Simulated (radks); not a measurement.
Neutral magnesium inside a hard spherical wall (all orbitals vanish at R), configuration held at [Ne] 3s2 and not refilled when levels cross. Calculated with a radial shooting solver on a logarithmic mesh with Libxc functionals: scalar-relativistic Kohn-Sham, LDA (Slater exchange, Perdew-Wang correlation), spin-polarised, spherical densities, point nucleus. Eigenvalues in eV for spin up, with the zero of energy where the potential of the charges vanishes at infinity; a dash marks a level that is unbound or too diffuse for the functional's potential to be trusted. A positive occupied level is held by the wall or, in an anion where self-interaction has pushed it up, behind a barrier. The pressure on the wall is -dE/dV.

R (bohr)  E (hartree)  kinetic (hartree)    e(1s)    e(2s)    e(2p)   e(3s)  e(3p, empty)  e(4s, empty)  pressure (GPa)
free       -199.45625            199.446  -1253.4  -79.297  -46.726  -4.782        -1.374        -0.054               0
20         -199.45625            199.446  -1253.4  -79.297  -46.726  -4.782        -1.374         0.050        < 0.0001
15         -199.45625            199.446  -1253.4  -79.297  -46.726  -4.782        -1.370         0.289        < 0.0001
10         -199.45578            199.450  -1253.4  -79.245  -46.675  -4.746        -1.244         1.686          0.0124
8          -199.45189            199.479  -1253.1  -78.981  -46.411  -4.554        -0.839         4.010           0.175
5          -199.34623            199.924  -1250.1  -76.189  -43.633  -1.803         3.322        20.020            11.1
3.5        -198.85831            201.369  -1244.2  -70.976  -38.447   7.177        14.735        57.575             138
3          -198.33130            202.778  -1240.0  -67.587  -35.045  15.774        24.693        88.339             388
2          -194.21517            213.400  -1215.5  -51.010  -17.552  74.275        84.473        259.13            5630
1.5        -184.73059            236.283  -1171.6  -22.629   13.068  188.41        188.91        539.19           35800
